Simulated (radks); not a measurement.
Coulomb parameter of the 3d shell of the cobalt ion Co+ in the model configuration [Ar] 3d7 4p1, as a second difference U = [E(n + 0.5) + E(n - 0.5) - 2 E(n)] / (0.5)^2 with all orbitals relaxed. "Bare": the charge of the atom changes with n. "Screened": the 4p shell takes up the change at fixed total charge, which measures U(3d,3d) + U(4p,4p) - 2 U(3d,4p). All-electron calculation, Dirac Kohn-Sham, PBE, spin-unpolarised, spherical densities, point nucleus; open shells are shared between the two j in proportion to 2j + 1. Program: a radial shooting solver on a logarithmic mesh with Libxc functionals.

| case | configuration | E - E(n) (eV) |
|---|---|---|
| start | [Ar] 3d7 4p1 | 0.000 |
| bare +0.5 | [Ar] 3d7.5 4p1 | -7.491 |
| bare -0.5 | [Ar] 3d6.5 4p1 | 11.130 |
| screened +0.5 | [Ar] 3d7.5 4p0.5 | -4.512 |
| screened -0.5 | [Ar] 3d6.5 4p1.5 | 5.743 |

U(bare) = 14.555 eV, U(screened by 4p) = 4.924 eV.
